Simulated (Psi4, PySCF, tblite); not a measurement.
Intermolecular potential of O2S ··· COS (SMILES O=S=O and O=C=S). Monomers: optimised at B3LYP-D3(BJ) (def2-TZVP), held rigid. Orientation: a higher rigid-body minimum at GFN2-xTB (searched outside a hard wall at short contacts). R is the distance of the centres of mass, along which the second monomer moves. The shortest distances reach bonding range, where SAPT0 and rigid monomers are unreliable.

Geometry at R = 3.36 Å (first 3 atoms: monomer A):
```
6

O     -1.2386    -0.2444     0.0000
S     -0.0002     0.4877     0.0000
O      1.2388    -0.2433     0.0000
O      0.1756     0.8114     2.5227
C      0.0343    -0.2165     3.0313
S     -0.1568    -1.6061     3.7189
```

Levels: GFN2-xTB (tblite); RKS-B3LYP/6-31G* = restricted B3LYP/6-31G*, spherical d, no counterpoise correction (PySCF); SAPT0/jun-cc-pVDZ, frozen core (Psi4).

Interaction energies in kJ/mol:

```
R / Å  GFN2-xTB  RKS-B3LYP/6-31G*
-----  --------  ----------------
2.78      28.88            128.99
2.95      -1.27             73.66
3.12     -15.75             38.79
3.36     -21.19             12.20
3.53     -20.07              3.10
3.77     -16.46             -2.58
4.03     -12.62             -4.26
4.39      -8.80             -3.91
4.87      -5.68             -2.38
5.55      -3.13             -0.98
6.53      -1.40             -0.43
7.83      -0.55             -0.21
```

What does SAPT0/jun-cc-pVDZ give at the same points?

2.78: 99.66; 2.95: 55.63; 3.12: 26.94; 3.36: 4.64; 3.53: -2.89; 3.77: -7.17; 4.03: -7.77; 4.39: -6.40; 4.87: -4.26; 5.55: -2.35; 6.53: -1.11; 7.83: -0.50 (kJ/mol).
